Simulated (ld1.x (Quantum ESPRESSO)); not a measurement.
Scattering properties, ultrasoft potential for Cl (Z = 17)

Cl, ultrasoft, made with ld1.x (Quantum ESPRESSO) 7.5 (PBE, scalar-relativistic). Core [Ne], reference 3s2 3p4.5 (charge +0.5). Waves: 3s (bound): rcut 1.35, rcutus 1.60 bohr; 3s channel at -0.4 Ry: rcut 1.35, rcutus 1.60 bohr; 3p (bound): rcut 1.35, rcutus 1.60 bohr; 3p channel at -0.5 Ry: rcut 1.35, rcutus 1.60 bohr. Local part: all-electron potential smoothed inside 1.45 bohr (lloc = -1). Core correction: Bessel-smoothed model core inside 1.60 bohr. Augmentation charge: PSQ, inside the norm-conserving radii.

The phase is arctan(r·u′/u) with u = r·R(r), unwrapped; energies in Ry, scanned from -4 to 5 Ry. A pole is an energy at which the radial function vanishes at the test radius. The pseudo phase is shifted by a multiple of π to meet the all-electron one at the reference energy, and phase errors are pseudo minus all-electron; the curves can meet again beyond the range given. Levels narrower than the energy grid can be missing from the lists of poles.

Q: For each channel, where are the poles, and over which energies does the pseudopotential scatter like the atom?

A:

```json
{"channel": "s", "radius (bohr)": "1.75", "reference energy (Ry)": "-1.92", "poles, all-electron": "0.54", "poles, pseudo": "0.54", "unbroken range about the reference energy with phases within 0.05 rad": "the whole range", "phase error 1 Ry above the reference energy (rad)": "+0.000"}
{"channel": "p", "radius (bohr)": "1.75", "reference energy (Ry)": "-1.01", "poles, all-electron": "1.86", "poles, pseudo": "1.85", "unbroken range about the reference energy with phases within 0.05 rad": "the whole range", "phase error 1 Ry above the reference energy (rad)": "-0.000"}
```

Phases in the p channel:

```tsv
E (Ry)	all-electron	pseudo
-4.00	1.169	1.169
-3.52	1.114	1.114
-3.04	1.033	1.033
-2.56	0.905	0.904
-2.08	0.675	0.674
-1.60	0.232	0.232
-1.12	-0.433	-0.433
-0.64	-0.941	-0.941
-0.16	-1.208	-1.208
0.32	-1.356	-1.356
0.80	-1.449	-1.449
1.28	-1.513	-1.514
1.76	-1.562	-1.562
2.24	-1.602	-1.603
2.72	-1.637	-1.638
3.20	-1.669	-1.670
3.68	-1.700	-1.702
4.16	-1.732	-1.735
4.64	-1.766	-1.771
```
